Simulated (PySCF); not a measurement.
C2H5FO2Si, SMILES C(=O)O[Si@@H](F)C.

Geometry optimised at B3LYP-D3(BJ)/def2-SVP. The structure was generated by enumeration; whether it is a known compound was not checked. One conformer was computed; it need not be the lowest.

Computed with PBE/def2-TZVP (PySCF).

Computed frontier levels, gap, dipole moment and polarisability:
The highest occupied level is -6.92 eV and the lowest empty level is -1.60 eV. The orbital gap is 5.32 eV and the dipole moment comes out as 0.170 e·Å. The quadrupole, principal values (traceless, Buckingham form, about the centre of nuclear charge) is -12.91, 3.37, 9.55 D·Å and the mean static polarisability comes out as 54.5 bohr³ (8.08 Å³). The polarisability, principal values is 47.6, 54.0, 61.9 bohr³.
